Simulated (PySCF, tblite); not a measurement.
Calculations on `CB(C)N[CH2][GeH3]`, in the order of a workflow; each names the level of the geometry that it ran on. Settings lines and outputs come from a driver script.

Species: C₃H₁₂BGeN.
Atom-mapped SMILES: `[CH3:1][B:2]([CH3:3])[NH:4][CH2:5][GeH3:6]` (hydrogens: H7, H8, H9 on C1; H10, H11, H12 on C3; H13 on N4; H14, H15 on C5; H16, H17, H18 on Ge6)

Step 1: GFN2-xTB geometry optimisation, gas phase (tblite 0.8.0) (from a force-field or distance-geometry start)
```json
{"job": {"kind": "relax", "xc": "GFN2-xTB", "basis": "xTB"}, "charge": 0, "multiplicity": 1}
```
```
step      E/eV     max force
  0    -505.58445    2.064
  1    -505.83176    1.094
  2    -505.95540    0.683
...
242    -506.94934    0.043
243    -506.94945    0.020
244    -506.94951    0.014
245    -506.94956    0.011
246    -506.94959    0.007
```

Energy lowered by 31.5 kcal/mol over 246 steps; largest atomic force 0.007 eV/Å at the end. «max force» is the largest atomic force in eV/Å.

Hardware: Arm Neoverse N1, one thread, shared host. Cost: 2.6 s wall.

Step 2: GFN2-xTB harmonic vibrations, gas phase (tblite 0.8.0) (on the GFN2-xTB geometry)
```json
{"job": {"kind": "ir", "xc": "GFN2-xTB", "basis": "xTB"}, "charge": 0, "multiplicity": 1}
```
```
(table of modes left out)
```

48 modes from 28 to 3414 cm⁻¹ (unscaled, harmonic); zero-point energy 89.6 kcal/mol; all wavenumbers are real at this level.

On an Arm Neoverse N1 with one thread, shared host with 64 logical CPUs at a one-minute load of 61, this took 0.92 s of wall time.

Step 3: TDDFT PBE0/def2-SVPD, vertical, gas phase, core orbitals frozen in the response (PySCF 2.14.0, density-fitted response routines) (on the GFN2-xTB geometry)
```json
{"job": {"kind": "uv", "xc": "PBE0", "basis": "def2-SVPD", "nstates": 8, "ntriplets": 3}, "charge": 0, "multiplicity": 1}
```
```
...
Static polarisability (au): isotropic 92.474, principal 79.124 85.586 112.711
Singlet excitations
state   eV       nm        f      main configurations
  1   6.1060    203.1   0.00187   H->L 0.95
  2   6.7301    184.2   0.23911   H->L+1 0.92
  3   6.9389    178.7   0.15119   H->L+2 0.91
  4   7.2604    170.8   0.00633   H->L+4 0.79, H->L+3 0.09
  5   7.3513    168.7   0.12186   H->L+3 0.81
  6   7.4485    166.5   0.00983   H->L+5 0.96
  7   7.5670    163.8   0.02832   H-1->L 0.86
  8   7.6065    163.0   0.00609   H-1->L+1 0.43, H-1->L+3 0.41
Triplet excitations (Tamm-Dancoff, eV): 5.7639 5.9342 6.5643
```

HOMO -7.08 eV, LUMO 0.20 eV; lowest singlet 6.11 eV; lowest triplet 5.76 eV (Tamm–Dancoff); mean polarisability 92.5 au.

Time: 1.7 min; peak memory 0.93 GiB. Hardware: one thread, Arm Neoverse N1 (aarch64), shared host.

Geometry of the electronic-property runs (GFN2-xTB):
```
atom  x, y, z in Å
C1    -1.6838    1.9176   -0.3307
B2    -0.9834    0.4919   -0.2957
C3    -1.6409   -0.7577   -1.0280
N4     0.2157    0.3507    0.3848
C5     1.0206   -0.8410    0.5269
Ge6    2.5915   -0.8279   -0.6973
H7    -2.6958    1.8671    0.0674
H8    -1.1481    2.6778    0.2348
H9    -1.7775    2.2781   -1.3538
H10   -2.5369   -0.4910   -1.5821
H11   -0.9458   -1.2145   -1.7331
H12   -1.9228   -1.5355   -0.3187
H13    0.6461    1.1559    0.8180
H14    1.3675   -0.9373    1.5620
H15    0.4049   -1.7141    0.3118
H16    3.4600   -2.0388   -0.5401
H17    3.4506    0.3717   -0.4406
H18    2.1692   -0.7468   -2.1269
```

 (This holds for the electronic-property runs.)

One conformer stands for the species.
